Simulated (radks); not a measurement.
Values are calculated unless marked as measured or tabulated.
Species: the gallium ion Ga2+. Configuration: [Ar] 3d10 4s1. Level of theory: Dirac Kohn-Sham, revPBE, spin-unpolarised, spherical densities, finite nucleus; Fermi nuclear charge, rms radius 3.9973 fm (a radial shooting solver on a logarithmic mesh with Libxc functionals).

Normalised radial functions P(r) = r R(r) (large component), r in bohr:

| r | 2p3/2 | 3s1/2 |
|---|---|---|
| 0.002102 | 0.0038 | 0.0876 |
| 0.002737 | 0.0064 | 0.1111 |
| 0.003563 | 0.0107 | 0.1398 |
| 0.004677 | 0.0180 | 0.1757 |
| 0.006091 | 0.0298 | 0.2169 |
| 0.007931 | 0.0489 | 0.2637 |
| 0.01033 | 0.0797 | 0.3142 |
| 0.01345 | 0.1284 | 0.3641 |
| 0.01751 | 0.2040 | 0.4058 |
| 0.0228 | 0.3182 | 0.4270 |
| 0.02993 | 0.4910 | 0.4098 |
| 0.03897 | 0.7254 | 0.3344 |
| 0.05074 | 1.0313 | 0.1831 |
| 0.06607 | 1.3961 | -0.0485 |
| 0.08603 | 1.7762 | -0.3352 |
| 0.112 | 2.0891 | -0.6055 |
| 0.1459 | 2.2246 | -0.7417 |
| 0.1915 | 2.0811 | -0.6075 |
| 0.2493 | 1.6612 | -0.1549 |
| 0.3246 | 1.0875 | 0.5084 |
| 0.4227 | 0.5563 | 1.1158 |
| 0.5505 | 0.2089 | 1.3829 |
| 0.7168 | 0.0532 | 1.2219 |
| 0.9333 | 0.0084 | 0.8041 |
| 1.225 | 0.0007 | 0.3808 |
| 1.595 | 0.0000 | 0.1300 |
| 2.077 | 0.0000 | 0.0293 |
| 2.705 | 0.0000 | 0.0039 |
| 3.522 | 0.0000 | 0.0003 |
| 4.586 | 0.0000 | 0.0000 |
| 5.971 | 0.0000 | 0.0000 |

2p3/2: eigenvalue -1109.4 eV, 0 radial nodes, <r> = 0.192 bohr, 90 % of the charge inside 0.313 bohr. 3s1/2: eigenvalue -168.42 eV, 2 radial nodes at r = 0.0629, 0.266 bohr, <r> = 0.652 bohr, 90 % of the charge inside 0.976 bohr.
